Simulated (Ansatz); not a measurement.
A structure relaxed at PBE0-D4/def2-SVP in Ansatz, charge 0, singlet:

Cartesian coordinates in Å:
```
B -1.0542 -1.6130 0.6120
B -0.3220 0.8349 -0.3619
B -1.2352 -0.4775 -0.4334
B 0.2981 -0.7986 0.4530
B 0.9499 1.7719 -0.2142
B 1.3634 0.2823 -0.0556
```

Problem. Give its formula and point group.

Solution. B6. Point group C2 (tolerance 0.1 Å).

Problem. Summarise the bond lengths by kind (pairs closer than 1.2 times the sum of covalent radii, bridged metal pairs left out).

Solution. 9 × B–B 1.55 to 1.93 Å.

The restricted singlet is unstable towards broken spin symmetry at other levels; at PBE0-D4/def2-SVP this wasn't settled. At PBE0-D4/def2-TZVP a triplet of charge 0 lies 0.20 eV below the restricted singlet at the same geometry. The structure comes from a short search, and lower isomers may exist.
